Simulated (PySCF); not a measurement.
Ga(Br)(OH)(NH2) (BrGaH3NO), SMILES [NH2][Ga]([OH])[Br].

Geometry: B3LYP-D3(BJ)/def2-SVP. The structure was generated by enumeration; whether it is a known compound was not checked. One conformer was computed; it need not be the lowest.

Method: PySCF with TDA-M06-2X/def2-SVPD.

Vertical excitations. The molecule is in vacuum.

Computed excitation energies, oscillator strengths and character:
```json
[
 {"state": "S1", "energy (eV)": "5.78", "λ (nm)": "215", "f": "0.013", "main pairs": "HOMO→LUMO 88 %"},
 {"state": "S2", "energy (eV)": "6.44", "λ (nm)": "193", "f": "0.043", "main pairs": "HOMO−1→LUMO 84 %"},
 {"state": "S3", "energy (eV)": "6.51", "λ (nm)": "190", "f": "0.023", "main pairs": "HOMO−2→LUMO 81 %"},
 {"state": "S4", "energy (eV)": "7.09", "λ (nm)": "175", "f": "0.078", "main pairs": "HOMO→LUMO+1 68 %, HOMO−1→LUMO+1 19 %"},
 {"state": "S5", "energy (eV)": "7.16", "λ (nm)": "173", "f": "0.027", "main pairs": "HOMO−1→LUMO+1 78 %, HOMO→LUMO+1 16 %"},
 {"state": "S6", "energy (eV)": "7.30", "λ (nm)": "170", "f": "0.069", "main pairs": "HOMO→LUMO+2 50 %, HOMO−4→LUMO 18 %, HOMO→LUMO+3 11 %, HOMO→LUMO+4 9 %"},
 {"state": "S7", "energy (eV)": "7.48", "λ (nm)": "166", "f": "0.088", "main pairs": "HOMO−2→LUMO+1 46 %, HOMO−3→LUMO 33 %"},
 {"state": "S8", "energy (eV)": "7.62", "λ (nm)": "163", "f": "0.073", "main pairs": "HOMO−4→LUMO 54 %"},
 {"state": "S9", "energy (eV)": "8.02", "λ (nm)": "155", "f": "0.161", "main pairs": "HOMO−3→LUMO 25 %, HOMO−2→LUMO+1 22 %, HOMO→LUMO+3 19 %, HOMO→LUMO+6 7 %"},
 {"state": "S10", "energy (eV)": "8.04", "λ (nm)": "154", "f": "0.118", "main pairs": "HOMO→LUMO+3 26 %, HOMO−2→LUMO+1 15 %, HOMO−3→LUMO 15 %, HOMO→LUMO+2 8 %"},
 {"state": "T1", "energy (eV)": "5.40", "λ (nm)": "229", "f": "0", "main pairs": "HOMO→LUMO 81 %"},
 {"state": "T2", "energy (eV)": "5.97", "λ (nm)": "208", "f": "0", "main pairs": "HOMO→LUMO+1 87 %"},
 {"state": "T3", "energy (eV)": "6.10", "λ (nm)": "203", "f": "0", "main pairs": "HOMO−1→LUMO 75 %"},
 {"state": "T4", "energy (eV)": "6.19", "λ (nm)": "200", "f": "0", "main pairs": "HOMO−2→LUMO 76 %"}
]
```
Triplets are in the Tamm–Dancoff approximation.
